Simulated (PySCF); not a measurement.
Compound: C4H12B2N2.
SMILES: `BNBN1CCCC1`

The closed-shell ground state was solved at several levels (PySCF, density fitting, gas phase, non-relativistic). One conformer (not necessarily the lowest) at the PBE0-D3(BJ)/def2-SVP geometry, without solvent, vibrations or thermal averaging.

```json
{"level": "PBE0/pcSseg-1", "basis functions": "196", "total energy (Eh)": "-318.5169", "HOMO (eV)": "-6.75", "LUMO (eV)": "-0.33", "gap (eV)": "6.42", "dipole (D)": "1.88"}
{"level": "HF/pcSseg-1", "basis functions": "196", "total energy (Eh)": "-316.7698", "HOMO (eV)": "-9.70", "LUMO (eV)": "3.20", "gap (eV)": "12.90", "dipole (D)": "1.48"}
```

Problem. What might B3LYP/def2-SVPD (256 basis functions) give for the same quantities?

Solution. Total energy -318.7513 Eh, HOMO -6.58 eV, LUMO -0.64 eV, gap 5.94 eV, dipole 1.83 D.

Problem. Over all these levels, which gives the widest orbital gap and which the narrowest?

Solution. HF/pcSseg-1 (Hartree–Fock, all exact exchange) has the widest, 12.90 eV, and B3LYP/def2-SVPD (global hybrid, 20 % exact exchange) the narrowest, 5.94 eV. Functional and basis both differ between the two, so the spread mixes both effects.

Problem. How far do the dipole and the HOMO energy spread over the levels?

Solution. The dipole runs from 1.48 to 1.88 D (mean 1.73 D) and the HOMO from -9.70 to -6.58 eV.
